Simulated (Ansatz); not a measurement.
A set of 12 reactions (ligand exchange), with CCSD(T)/CBS values in kJ/mol:

```
                                                                      reaction      ΔE
                               `OB(O)BS` + `C[SiH2]O` → `C[SiH2]OB(O)O` + `BS`  -145.5
                   `[SiH3]P[SiH3]` + `[SiH3]SS` → `[SiH3]SS[SiH3]` + `[SiH3]P`   -32.6
                          `F[CH2][GeH2][Cl]` + NH₃ → `[NH2][GeH2][CH2]F` + HCl    70.6
                       `BC[SiH2][NH][AlH2]` + H–F → `F[SiH2][NH][AlH2]` + `BC`  -133.7
              `[OH][GeH2][NH][SiH](O)O` + H–F → `[OH][GeH2][F]` + `N[SiH](O)O`   -29.0
`B[NH][GeH]([CH3])[F]` + `B1N[SiH2]1` → `BN1B[SiH2]1` + `[CH3][GeH]([NH2])[F]`    51.5
             `[SiH3]C=C=C[SiH3]` + `C/N=C\N` → `C/N=C/N[SiH3]` + `C=C=C[SiH3]`   -48.3
                     `C[SiH](F)F` + `O[SiH](O)S` → `C[SiH](F)S[SiH](O)O` + H–F    71.7
              `[F][Al]([F])[O][SiH3]` + CH₃OH → `C[O][Al]([F])[O][SiH3]` + H–F    47.2
                       `C[O][In]([CH3])[Cl]` + H–F → `C[O][In]([F])[Cl]` + CH₄   -45.4
               `BC[SiH2][NH][AlH2]` + `N=C=O` → `BN=C=O` + `C[SiH2][NH][AlH2]`   -90.9
              `[F][Al]([F])[O][SiH3]` + CH₃OH → `C[O][Al]([F])[F]` + `O[SiH3]`    27.5
```

Computed with Ansatz on PBE0-D4/def2-TZVP structures; ΔE is electronic, products minus reactants. CCSD(T)/CBS is the MP2 limit (def2-TZVPP, def2-QZVPP) plus CCSD(T) − MP2 in def2-TZVPP, frozen cores. This one scheme is used for every species. Double bonds are as drawn, so ΔE can hold a change between cis and trans. DFT in def2-TZVPP. B3LYP here is the variant with VWN-RPA as its local correlation; programs differ in this. Elements past krypton have def2 core potentials. For Ge, In outer-core shells are correlated without core-valence functions, which leaves a few kJ/mol of doubt a bond. Scalar relativity is left out up to krypton. Each species was taken in one conformer, which may not be the lowest.

Task: Give the mean, mean absolute and largest difference (level minus CCSD(T)/CBS, kJ/mol) for: PBE-D4, r2SCAN-D4, ωB97X-V, ωB97M-V, B2PLYP, PBE0, B3LYP, HF/def2-TZVPP, SCS-MP2/def2-TZVPP, CCSD(T)/def2-TZVPP, HF/def2-QZVPP, MP2/def2-QZVPP, MP2/CBS(def2), CCSD/CBS(def2). (An estimate is asked.)

Result: Ansatz gave: 
| level | mean | mean absolute | largest |
| --- | --- | --- | --- |
| PBE-D4 | 1.3 | 6.5 | 15.9 |
| r2SCAN-D4 | -1.5 | 4.5 | -12.6 |
| ωB97X-V | -2.2 | 4.0 | -12.2 |
| ωB97M-V | -1.6 | 3.0 | -9.1 |
| B2PLYP | -3.0 | 6.2 | -16.4 |
| PBE0 | 0.5 | 4.3 | -13.0 |
| B3LYP | -3.7 | 9.1 | -25.6 |
| HF/def2-TZVPP | -8.8 | 18.5 | 36.5 |
| SCS-MP2/def2-TZVPP | -2.1 | 3.5 | 8.0 |
| CCSD(T)/def2-TZVPP | 0.0 | 1.5 | 4.0 |
| HF/def2-QZVPP | -9.0 | 19.6 | 39.0 |
| MP2/def2-QZVPP | -0.3 | 2.0 | 5.8 |
| MP2/CBS(def2) | -0.2 | 2.6 | -6.4 |
| CCSD/CBS(def2) | -0.8 | 2.5 | 6.5 |

The largest T1 diagnostic in the set is 0.018, for `N=C=O` (customary mark 0.02).

CCSD(T)/CBS is a level of theory with its own doubt, and the functionals carry their triple-zeta basis error, so these figures describe this set and don't rank the functionals.
